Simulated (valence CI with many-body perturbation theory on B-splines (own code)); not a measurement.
E1 transitions of Ga¹⁸⁺

Level of theory: relativistic CI+MBPT: three valence electrons over a frozen Dirac-Fock core [Ne], a basis of 11 s, 11 p, 10 d, 8 f, 5 g, 2 h functions for each j, with the one-electron correlation potential Σ1 (screened to all orders), the two-electron term Σ2, the three-electron term Σ3, Breit, model QED; selected single and double excitations, second order for the rest, scaled by the run's own slope (own B-spline code, finite nucleus).

No measured spectrum was set against this ion. As an estimate, levels of excited configurations hold to 0.05 to 0.15 % of their energy, terms of the ground configuration to about 0.5 %.

Lines 101 to 150 of 582 in falling wavelength, among levels below 2791400 cm⁻¹, chosen from the strongest by gf and those to the six lowest levels. Wavelengths and rates use the calculated energies, so an error of 400 cm⁻¹ moves a line at 22.78 nm by 0.091 % and its rate by three times that or more. Electric multipoles are in the length gauge, E1 and E2 with the static RPA response of the core. Weak lines are less certain than strong ones. Lines between different terms over intervals too small for the method are left out, as are lines whose strength nearly cancels. The highest levels of a list are the least certain.

Names give the largest LS component (configuration and term), which can be under half, so a name can repeat, a term be missing and a line seem to break the LS rules; names also repeat where a configuration has a term twice. Letters in brackets count levels of one name in rising energy.

```csv
λ vac (nm),Upper,Lower,A (s⁻¹),log gf,Branch %
22.78,3p3d² ²P°_1/2 [b],3s3d² ²D_3/2,9.84e+09,-0.81,15.9
22.77,3p²3d ⁴F_3/2,3s3p3d ⁴F°_3/2,1.00e+10,-0.51,39.9
22.76,3p²3d ²D_3/2 [b],3s3p3d ²D°_3/2 [b],7.44e+09,-0.64,7.3
22.75,3p3d² ²D°_3/2 [a],3p²3d ²P_1/2 [b],4.91e+09,-0.82,10.8
22.67,3p²3d ⁴P_5/2,3s3p3d ⁴D°_7/2,9.53e+09,-0.36,12.3
22.60,3p3d² ²P°_1/2 [c],3s3d² ²S_1/2,1.67e+10,-0.59,11.8
22.59,3p²3d ⁴F_5/2,3s3p3d ⁴F°_5/2,7.62e+09,-0.46,29.5
22.58,3p³ ²D°_3/2,3s3p² ⁴P_5/2,5.05e+09,-0.81,34.7
22.58,3d³ ²P_3/2,3p3d² ²D°_5/2 [b],5.29e+09,-0.79,5.0
22.56,3p²3d ²D_3/2 [b],3s3p3d ²P°_1/2 [b],5.86e+09,-0.75,5.8
22.54,3p3d² ²D°_5/2 [a],3s3d² ²D_5/2,7.63e+09,-0.46,7.4
22.53,3p3d² ²D°_5/2 [a],3s3d² ²D_3/2,5.10e+09,-0.63,5.0
22.45,3p²3d ⁴F_7/2,3s3p3d ⁴F°_7/2,8.16e+09,-0.31,31.8
22.43,3p3d² ²P°_1/2 [c],3s3d² ²P_3/2,9.72e+09,-0.83,6.9
22.39,3p²3d ⁴P_3/2 [a],3s3p3d ⁴D°_5/2,8.82e+09,-0.58,11.2
22.27,3p3d² ²P°_3/2 [c],3s3d² ²S_1/2,6.31e+09,-0.73,4.5
22.27,3p3d² ⁴F°_7/2,3p²3d ²F_5/2 [b],2.90e+09,-0.76,4.4
22.19,3p3d² ²F°_7/2 [c],3s3d² ²G_9/2,5.83e+09,-0.46,5.7
22.12,3p²3d ²D_5/2 [a],3s3p3d ²D°_5/2 [a],3.97e+09,-0.76,5.2
22.11,3p3d² ²P°_3/2 [c],3s3d² ²P_3/2,2.79e+10,-0.09,19.7
22.10,3s3p3d ⁴F°_3/2,3s3p² ²D_3/2,4.87e+08,-1.85,35.6
22.09,3p3d² ²P°_1/2 [c],3s3d² ²P_1/2,9.37e+09,-0.86,6.7
22.06,3d³ ²G_7/2,3p3d² ²F°_5/2 [d],1.60e+10,-0.03,19.6
22.04,3p3d² ²F°_7/2 [c],3s3d² ²D_5/2,5.82e+09,-0.47,5.7
22.01,3d³ ²H_9/2,3p3d² ²G°_7/2 [b],3.01e+10,0.34,46.0
22.00,3p²3d ⁴D_7/2,3s3p3d ⁴P°_5/2,4.19e+09,-0.61,13.9
21.99,3p3d² ⁴S°_3/2,3s3d² ⁴P_5/2,5.30e+09,-0.81,3.8
21.98,3s3p² ²S_1/2,3s²3p ²P°_3/2,1.75e+07,-3.60,0.0
21.96,3p3d² ⁴D°_7/2 [b],3s3d² ⁴F_9/2,6.52e+09,-0.42,6.4
21.89,3p3d² ⁴S°_3/2,3s3d² ⁴P_3/2,6.94e+09,-0.70,5.0
21.83,3p²3d ²D_3/2 [a],3s3p3d ²F°_5/2 [a],9.42e+09,-0.57,23.1
21.81,3p3d² ⁴S°_3/2,3s3d² ⁴P_1/2,6.11e+09,-0.76,4.4
21.78,3p3d² ²P°_3/2 [c],3s3d² ²P_1/2,4.91e+09,-0.85,3.5
21.77,3p³ ²D°_5/2,3s3p² ⁴P_5/2,5.18e+08,-1.66,7.8
21.76,3p²3d ⁴F_9/2,3s3p3d ⁴F°_7/2,3.79e+09,-0.57,15.8
21.75,3p3d² ⁴D°_5/2 [b],3s3d² ⁴F_7/2,7.08e+09,-0.52,7.2
21.75,3p3d² ⁴D°_7/2 [b],3s3d² ⁴F_7/2,3.10e+09,-0.75,3.1
21.75,3p²3d ⁴P_1/2,3s3p3d ⁴P°_3/2,1.46e+10,-0.68,14.8
21.72,3p²3d ⁴F_7/2,3s3p3d ⁴F°_5/2,3.39e+09,-0.72,13.2
21.72,3p3d² ⁴D°_3/2,3s3d² ⁴F_5/2,8.10e+09,-0.64,7.6
21.68,3p²3d ²D_5/2 [c],3s3p3d ²F°_7/2 [b],1.18e+10,-0.30,11.8
21.63,3p3d² ²D°_5/2 [b],3s3d² ²F_7/2,1.37e+10,-0.24,11.7
21.62,3s3p3d ⁴F°_5/2,3s3p² ²D_3/2,1.89e+07,-3.10,1.3
21.61,3p3d² ²G°_7/2 [a],3p²3d ²F_5/2 [b],9.98e+09,-0.25,18.5
21.60,3d³ ²F_7/2,3p3d² ²D°_5/2 [b],2.35e+10,0.12,27.6
21.60,3p3d² ⁴D°_3/2,3s3d² ⁴F_3/2,6.12e+09,-0.77,5.7
21.59,3p3d² ⁴D°_5/2 [b],3s3d² ⁴F_5/2,4.81e+09,-0.70,4.9
21.56,3d³ ²H_11/2,3p3d² ²G°_9/2 [b],3.87e+10,0.51,66.0
21.56,3p³ ²D°_3/2,3s3p² ⁴P_3/2,1.89e+09,-1.28,13.0
21.54,3d³ ²F_5/2,3p3d² ²D°_3/2 [c],2.36e+10,-0.01,27.6
```
